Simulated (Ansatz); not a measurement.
One geometry of AlH$_{6}$NOSi (`[NH2][AlH][SiH2]O`), several functionals.

```yaml
crystal:
  periodic: [false, false, false]
  atoms:
    - {symbol: N, position_ang: [-0.443456, 1.949835, -0.485909]}
    - {symbol: Al, position_ang: [0.161371, 0.932523, 0.830955]}
    - {symbol: Si, position_ang: [0.498125, -1.448376, 0.284802]}
    - {symbol: O, position_ang: [-0.117796, -1.843158, -1.212395]}
    - {symbol: H, position_ang: [-0.638774, 2.936041, -0.417004]}
    - {symbol: H, position_ang: [-0.588290, 1.632558, -1.431226]}
    - {symbol: H, position_ang: [0.407641, 1.632878, 2.235767]}
    - {symbol: H, position_ang: [-0.081863, -2.341329, 1.338209]}
    - {symbol: H, position_ang: [1.942764, -1.801075, 0.197565]}
    - {symbol: H, position_ang: [-1.056522, -1.700997, -1.337862]}
basis:
  gaussian: {orbitals: def2-TZVPP}
hamiltonian: {xc: {name: BHLYP}, dispersion: d4}
output: {orbitals: {seedname: orbitals}}
```

```sh
$ ansatz run in.yaml --threads 4 --pin off --events-out ev --progress --plain
```

Output, abridged:

```
Functional definition: BHLYP
1315 factors; their error is unknown
mean field evaluation 1: about -18102.5109 eV, gradient 7.1e1 eV
mean field evaluation 2: about -18094.7021 eV, gradient 9.1e1 eV
mean field evaluation 4: about -18111.4260 eV, gradient 1.2e0 eV
mean field evaluation 8: about -18111.4292 eV, gradient 3.1e-2 eV
mean field evaluation 16: about -18111.5202 eV, gradient 1.3e-5 eV
mean field -18111.52023059 eV, -665.5860920450 hartree, gradient 1.3e-5 eV, S^2 0.000000; 0 other end points of the search recorded, 0 dependent functions left out
reference -18111.52042851 eV, -665.5860993184 hartree; 24, 24 occupied and 206, 206 virtual orbitals, 1315 factors
Total energy: -18111.76001050 eV, -665.5949037938 hartree
```

Run time 2.4 s (4 threads of a server CPU on a shared host); peak host memory 0.53 GiB.

With the line `hamiltonian: {xc: {name: B97M-V}}` (abridged; 5 s):

```
Functional definition: B97M-V
mean field evaluation 16: about -18108.8939 eV, gradient 9.3e-4 eV
mean field -18108.89385321 eV, -665.4895744563 hartree, gradient 2.1e-5 eV, S^2 0.000000
Total energy: -18108.89392446 eV, -665.4895770748 hartree
```

The same input with `hamiltonian: {xc: {name: revPBE}, dispersion: d4}` (abridged; 1.9 s):

```
Functional definition: revPBE
mean field evaluation 16: about -18109.0077 eV, gradient 9.6e-5 eV
mean field -18109.00767856 eV, -665.4937574609 hartree, gradient 1.9e-5 eV, S^2 0.000000
Total energy: -18109.49728183 eV, -665.5117500491 hartree
```

The same input with `hamiltonian: {xc: {name: B3LYP}, dispersion: d4}` and forces (abridged; 3.6 s):

```
Functional definition: B3LYP
mean field evaluation 16: about -18114.7512 eV, gradient 8.8e-5 eV
mean field -18114.75117101 eV, -665.7048269155 hartree, gradient 3.0e-5 eV, S^2 0.000000
Total energy: -18115.04069118 eV, -665.7154665851 hartree
Atom 0 force    -0.000160     0.003939    -0.008580 eV/Å
Atom 1 force     0.041433     0.001684     0.140234 eV/Å
Atom 2 force     0.141026    -0.026787     0.207393 eV/Å
Atom 3 force    -0.064020    -0.014289    -0.092593 eV/Å
Atom 4 force    -0.012015     0.015965    -0.032443 eV/Å
Atom 5 force    -0.014170     0.025322    -0.016880 eV/Å
Atom 6 force    -0.015768    -0.041408    -0.083691 eV/Å
Atom 7 force     0.032414     0.039764    -0.054311 eV/Å
Atom 8 force    -0.074606     0.012798     0.004175 eV/Å
Atom 9 force    -0.034133    -0.016988    -0.063304 eV/Å
Dipole moment:    -0.314150     0.285041    -0.113849 e Å
```

With the line `hamiltonian: {xc: {name: wB97X-V}}` (abridged; 6 s):

```
Functional definition: wB97X-V
mean field evaluation 16: about -18109.8048 eV, gradient 2.5e-5 eV
mean field -18109.80477598 eV, -665.5230502509 hartree, gradient 2.5e-5 eV, S^2 0.000000
Total energy: -18109.80477361 eV, -665.5230501635 hartree
```

With the line `hamiltonian: {xc: {name: wB97M-V}}` and forces (abridged; 8 s):

```
Functional definition: wB97M-V
mean field evaluation 16: about -18110.8043 eV, gradient 4.9e-5 eV
mean field -18110.80434918 eV, -665.5597838884 hartree, gradient 4.9e-5 eV, S^2 0.000000
Total energy: -18110.80440703 eV, -665.5597860144 hartree
Atom 0 force     0.004403    -0.001660     0.001208 eV/Å
Atom 1 force     0.041935    -0.046493     0.121729 eV/Å
Atom 2 force     0.137771     0.002162     0.228479 eV/Å
Atom 3 force    -0.088262    -0.000882    -0.069938 eV/Å
Atom 4 force    -0.002114    -0.027096    -0.031788 eV/Å
Atom 5 force    -0.005898     0.031302     0.018639 eV/Å
Atom 6 force    -0.023572    -0.076304    -0.140721 eV/Å
Atom 7 force     0.062767     0.093940    -0.113658 eV/Å
Atom 8 force    -0.158639     0.037818     0.009588 eV/Å
Atom 9 force     0.031610    -0.012788    -0.023538 eV/Å
Dipole moment:    -0.315462     0.289721    -0.111846 e Å
```

B3LYP takes the VWN-RPA correlation (the form of Gaussian; ORCA's B3LYP/G).
